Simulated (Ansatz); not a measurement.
Ansatz results at the PBE0-D4/def2-TZVP geometry: HOMO energy (PBE0/def2-TZVPP) -7.17 eV; HOMO–LUMO gap (B3LYP/def2-TZVPP) 4.30 eV; HOMO–LUMO gap (PBE/def2-TZVPP) 2.85 eV.

Each molecule was computed in one conformer, which needn't be the lowest.

Which molecule gave them?
A. `C[Se][Sn]([Cl])([Cl])[Se]C`
B. `C[O][Sn]([CH3])([CH3])[Si](F)(F)F`
C. `[SiH3][Sn]([SiH3])([Cl])[Cl]`
D. `[F][SnH2][GeH3]`

A. The others give `[F][SnH2][GeH3]`: -8.20, 6.80, 5.31; `C[O][Sn]([CH3])([CH3])[Si](F)(F)F`: -7.43, 6.40, 4.53; `[SiH3][Sn]([SiH3])([Cl])[Cl]`: -7.77, 5.87, 4.38.

B3LYP here is the variant with VWN-RPA as its local correlation; programs differ in this.
